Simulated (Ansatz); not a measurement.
A CCSD(T) single point on C3H9InO2, SMILES `C[CH](C)[In]([OH])[OH]`.

```yaml
crystal:
  periodic: [false, false, false]
  atoms:
    - {symbol: C, position_ang: [-1.154930, 0.711151, 1.080988]}
    - {symbol: C, position_ang: [0.146910, 0.604572, 0.301655]}
    - {symbol: C, position_ang: [0.118015, 1.430102, -0.976964]}
    - {symbol: In, position_ang: [0.655759, -1.468028, -0.105615]}
    - {symbol: O, position_ang: [2.132279, -2.160607, -1.239525]}
    - {symbol: O, position_ang: [-0.310644, -3.059803, 0.589919]}
    - {symbol: H, position_ang: [-2.004798, 0.329867, 0.507412]}
    - {symbol: H, position_ang: [-1.121969, 0.163778, 2.026225]}
    - {symbol: H, position_ang: [-1.374374, 1.759721, 1.317658]}
    - {symbol: H, position_ang: [0.969541, 0.959443, 0.931403]}
    - {symbol: H, position_ang: [-0.087362, 2.482753, -0.745937]}
    - {symbol: H, position_ang: [1.065176, 1.393948, -1.520603]}
    - {symbol: H, position_ang: [-0.668097, 1.096529, -1.660580]}
    - {symbol: H, position_ang: [2.666777, -1.464867, -1.628088]}
    - {symbol: H, position_ang: [-1.053979, -2.829158, 1.151153]}
basis:
  gaussian: {orbitals: def2-SVP}
correlation: {method: ccsd_t}
```

```sh
$ ansatz run in.yaml --threads 4 --pin off --events-out ev --progress --plain --max-ram 11315MiB
```

Output of Ansatz, abridged:

```
Functional definition: HF
1500 factors; integrals over basis functions are off by at most 1.5e-3 eV
mean field evaluation 1: about -12443.9453 eV, gradient 5.8e1 eV
mean field evaluation 2: about -12443.9671 eV, gradient 5.8e1 eV
mean field evaluation 4: about -12451.1307 eV, gradient 4.5e0 eV
mean field evaluation 8: about -12451.2056 eV, gradient 2.9e-1 eV
mean field evaluation 16: about -12451.1747 eV, gradient 1.5e0 eV
mean field -12451.20609410 eV, -457.5733842277 hartree, gradient 1.8e-6 eV, S^2 0.000000; 0 other end points of the search recorded, 0 dependent functions left out
9 core orbitals not correlated: weight in the atoms' cores, before any rotation towards them, 1.000 or more for the frozen orbitals, at most 0.000 for the correlated occupied ones
reference -12451.20609410 eV, -457.5733842277 hartree; 23, 23 occupied and 109, 109 virtual orbitals, 1500 factors
second order -24.79248761 eV of doubles, -0.00000000 eV of singles
cycle   1  -25.38916388 eV  change   -6.0e-1 eV  update   1.3e-1
cycle   2  -26.00826514 eV  change   -6.2e-1 eV  update   4.2e-2
cycle   3  -26.22476483 eV  change   -2.2e-1 eV  update   2.6e-2
cycle   4  -26.22847016 eV  change   -3.7e-3 eV  update   7.4e-3
cycle   5  -26.22300786 eV  change    5.5e-3 eV  update   3.3e-3
cycle   6  -26.22310986 eV  change   -1.0e-4 eV  update   1.1e-3
cycle   7  -26.22263750 eV  change    4.7e-4 eV  update   3.7e-4
cycle   8  -26.22245116 eV  change    1.9e-4 eV  update   1.1e-4
cycle   9  -26.22245248 eV  change   -1.3e-6 eV  update   3.8e-5
perturbative correction -0.74031666 eV, -0.0272061355 hartree
Total energy: -12478.16886324 eV, -458.5642477175 hartree
```

It took 46 s on 4 threads of an Arm Neoverse V1 on a shared host, with 1.3 GiB of host memory at the peak.

The correlation energy is -26.963 eV, 2.7 % of it from (T); the T1 diagnostic reads 0.0138.
